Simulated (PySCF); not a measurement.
He: excitation energy

He 1s2 (1S) → He 1s1 2s1, s spin flipped, as a difference of total energies. Computed with PySCF 2.14 in dyall-av3z, with scalar relativity by spin-free X2C-1e. Correlated levels: valence: nothing frozen; virtual orbitals above 40 to 60 times the deepest correlated orbital energy dropped. The calculations carry no spin-orbit coupling.

| method | excitation energy (cm⁻¹) |
| --- | --- |
| UHF | 0 |
| LDA | 0 |
| PBE | 0 |
| PBE0 | 0 |
| r2SCAN | 0 |
| M06-2X | 0 |
| r2SCANh | 0 |
| wB97X-V | 0 |
| revPBE | 0 |
| MP2 (valence) | 0 |
| SCS-MP2 (valence) | 0 |

The upper determinant mixes two multiplicities, so it lies between the two terms.

The promoted electron is Rydberg-like, and one or two diffuse shells describe it only roughly, which tends to raise the upper state.
